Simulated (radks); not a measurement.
Task: Numerical settings for neutral tellurium, [Kr] 4d10 5s2 5p4. All-electron calculation, Dirac Kohn-Sham, BLYP, spin-unpolarised, spherical densities, finite nucleus; open shells are shared between the two j in proportion to 2j + 1; Fermi nuclear charge, rms radius 4.7423 fm. Program: a radial shooting solver on a logarithmic mesh with Libxc functionals. The defaults (mesh step 0.008 in ln r, mesh end at 40 bohr or more with all orbitals vanishing there, Anderson mixing 0.5 over 9 steps, residual threshold near 1e-9 with the energy settled to 1e-9 hartree or 1e-11 of itself, here a cap of 90 iterations) give E = -6797.2510 hartree and 5p3/2 at -5.548 eV in 14 iterations. Run on one thread of a shared host, so times are rough (Arm Neoverse V1): 0.14 s of CPU time, 0.14 s wall, 14 iterations on 2437 mesh points. One setting is changed at a time: mesh step in ln r 0.03; mesh step in ln r 0.012; mesh step in ln r 0.02; mesh end (bohr) 3; mesh end (bohr) 2; residual threshold 0.01; residual threshold 1e-16; mixing 0.01; linear mixing, mixing 1; linear mixing, mixing 0.05; mixing history 3; iteration cap 2. Which runs fail to converge, and which converge to a wrong energy?

Result: Not converged within the cap: residual threshold 1e-16; linear mixing, mixing 1; linear mixing, mixing 0.05; iteration cap 2. Settled on a wrong energy, with an occupied level pushed above zero by the early mesh end: mesh end (bohr) 3 (+2.62 hartree); mesh end (bohr) 2 (+17.9 hartree). Apart from these: no run marked as converged misses the energy by more than 1 mhartree.
